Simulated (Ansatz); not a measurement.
`OBC#CO`. The species carries charge 0 and has multiplicity 1. Geometry: relaxed with PBE0-D4/def2-TZVP. It is one conformer, not always the lowest.

```xyz
8

O     1.047    1.504   -1.351
B     1.074    0.940   -0.117
C     0.065   -0.099    0.321
C    -0.726   -0.932    0.702
O    -1.529   -1.823    1.185
H     0.328    1.171   -1.895
H     1.943    1.305    0.619
H    -2.202   -2.067    0.537
```

(1) What is the dipole moment at PBE/def2-TZVPP? (Estimate.)

(2) And with r2SCAN, B3LYP, ωB97M-V? (Estimate.)

(3) Give the Mulliken charges with PBE, r2SCAN, ωB97M-V in def2-TZVPP. (An estimate is asked.)

## Answers

(1) Ansatz gave: 4.05 D, with components (-3.24, -2.06, -1.28) D in this frame, pointing from negative to positive charge.

(2) Ansatz gave: r2SCAN 4.08 D, B3LYP 3.95 D, ωB97M-V 3.92 D.

(3) Ansatz gave: 
```csv
atom,PBE,r2SCAN,ωB97M-V
O1,-0.23,-0.30,-0.26
B2,0.09,0.17,0.07
C3,-0.21,-0.29,-0.28
C4,0.13,0.25,0.26
O5,-0.19,-0.27,-0.24
H6,0.19,0.21,0.18
H7,-0.02,-0.02,0.04
H8,0.24,0.25,0.23
```

B3LYP here is the variant with VWN-RPA as its local correlation; programs differ in this.
